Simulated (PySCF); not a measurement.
Compound: Si(OEt)2H2, C4H12O2Si.
Z-matrix (Å and degrees, PBE0-D3(BJ)/def2-SVP geometry), rows numbered from 1:
```
Si
O   1  1.6509
C   2  1.4058  1  125.09
C   3  1.5105  2  109.38  1   175.40
H   3  1.1076  2  110.37  1   -63.52
H   3  1.1078  2  110.55  1    54.24
H   4  1.1004  3  110.77  2   179.91
H   4  1.0998  3  110.35  2   -59.71
H   4  1.0997  3  110.36  2    59.57
O   1  1.6503  2  104.69  3  -176.42
C  10  1.4058  1  125.43  2   179.78
C  11  1.5106 10  109.30  1  -179.62
H  11  1.1078 10  110.48  1   -58.45
H  11  1.1079 10  110.46  1    59.34
H  12  1.1003 11  110.77 10   179.91
H  12  1.1000 11  110.28 10   -59.76
H  12  1.0996 11  110.34 10    59.52
H   1  1.4975  2  110.91  3    64.22
H   1  1.4977  2  110.54  3   -56.90
```

The calculation used PBE0-D3(BJ)/def2-SVP geometry optimisation, gas phase in PySCF 2.14.0.

Masses are those of the commonest isotopes; rigid-rotor values at the optimised geometry. The values belong to one conformer.

Task: Give the principal moments of inertia and the rotational constants in MHz.

Result: Ia = 74.33, Ib = 655.31, Ic = 710.73 u·Å²; 505379 MHz·u·Å²/I gives A = 6799, B = 771.2, C = 711.1 MHz.

Task: Classify the top.

Result: A near-prolate asymmetric top; Ray's κ = -0.980.

Task: Is it planar, by Δ = Ic − Ia − Ib?

Result: Not planar: Δ = Ic − Ia − Ib = -18.91 u·Å². For a rigid frame Δ = −2 Σ m c², so Σ m c² = 9.46 u·Å² lies off the ab plane: 9.38 from hydrogen and 0.08 from heavier atoms. The atom farthest from that plane is 1.26 Å away.

Task: Give the coordinates in the principal-axis frame, origin at the centre of mass.

Result: The sense of each axis is arbitrary; atoms in the order of the calculation.
```tsv
atom	mass (u)	a (Å)	b (Å)	c (Å)
Si1	27.977	-0.001	-0.842	0.004
O2	15.995	-1.306	0.167	-0.060
C3	12.000	-2.649	-0.244	0.007
C4	12.000	-3.545	0.972	0.030
H5	1.008	-2.901	-0.882	-0.863
H6	1.008	-2.823	-0.859	0.912
H7	1.008	-4.604	0.675	0.081
H8	1.008	-3.313	1.600	0.902
H9	1.008	-3.392	1.577	-0.875
O10	15.995	1.307	0.164	-0.016
C11	12.000	2.651	-0.245	0.028
C12	12.000	3.545	0.972	0.000
H13	1.008	2.846	-0.837	0.943
H14	1.008	2.884	-0.903	-0.832
H15	1.008	4.605	0.679	0.035
H16	1.008	3.371	1.553	-0.918
H17	1.008	3.331	1.623	0.860
H18	1.008	0.022	-1.761	-1.178
H19	1.008	-0.029	-1.659	1.259
```

Task: Where do the levels up to J = 4 lie, in MHz?

Result: Above 0(0,0):
J = 1: 1(0,1) 1482, 1(1,1) 7510, 1(1,0) 7570
J = 2: 2(0,2) 4446, 2(1,2) 10415, 2(1,1) 10595, 2(2,1) 28679, 2(2,0) 28679
J = 3: 3(0,3) 8891, 3(1,3) 14771, 3(1,2) 15132, 3(2,2) 33126, 3(2,1) 33128, 3(3,1) 63416, 3(3,0) 63416
J = 4: 4(0,4) 14816, 4(1,4) 20579, 4(1,3) 21180, 4(2,3) 39055, 4(2,2) 39061, 4(3,2) 69346, 4(3,1) 69346, 4(4,1) 111752, 4(4,0) 111752
Those of J = 1 are B + C, A + C and A + B.

Task: Which lines would a microwave search look for?

Result: The dipole components are |μa| = 0.01 D, |μb| = 1.22 D, |μc| = 0.13 D. Intensities carry the squares of the components, which stand as 0.00 : 1.00 : 0.01 (a : b : c). Some lines, for components of 0.1 D or more:

```
type  branch         J(Ka,Kc)    MHz  lower level (cm⁻¹)
   c       Q  2(1,2) ← 2(0,2)   5968               0.148
   b       Q  1(1,0) ← 1(0,1)   6088               0.049
   b       R  1(1,1) ← 0(0,0)   7510               0.000
   c       R  1(1,0) ← 0(0,0)   7570               0.000
   c       R  3(1,2) ← 2(0,2)  10685               0.148
   c       R  4(1,3) ← 3(0,3)  12289               0.297
   c       R  5(1,4) ← 4(0,4)  13924               0.494
   c       R  2(2,0) ← 1(1,0)  21109               0.253
   c       R  2(2,1) ← 1(1,1)  21169               0.251
   c       R  4(2,2) ← 3(1,2)  23930               0.505
   c       R  4(2,3) ← 3(1,3)  24284               0.493
   c       R  5(2,3) ← 4(1,3)  25300               0.706
   c       R  5(2,4) ← 4(1,4)  25886               0.686
   b       Q  5(3,2) ← 5(2,3)  30279               1.550
   b       Q  5(3,3) ← 5(2,4)  30294               1.550
   b       R  4(3,2) ← 3(2,1)  36218               1.105
   c       R  4(3,1) ← 3(2,1)  36218               1.105
   b       R  5(3,2) ← 4(2,3)  37705               1.303
   c       Q  5(4,2) ← 5(3,2)  42405               2.560
   c       Q  4(4,1) ← 4(3,1)  42405               2.313
   b       R  5(4,1) ← 4(3,2)  49818               2.313
   b       Q  5(5,0) ← 5(4,1)  54521               3.975
```

Stationary, but not proved a minimum. These are rigid-rotor constants of the computed structure; measured ground-state constants (B0) also hold zero-point vibration. A rigid rotor knows nothing of internal rotation, which can split or shift real lines.

The run took 4.5 min wall, 3.8 min CPU on one thread of an Intel Xeon at 2.50 GHz, shared host with 64 logical CPUs at a one-minute load of 57, and the process peaked at 0.66 GiB of memory. That covers the optimisation of the geometry.
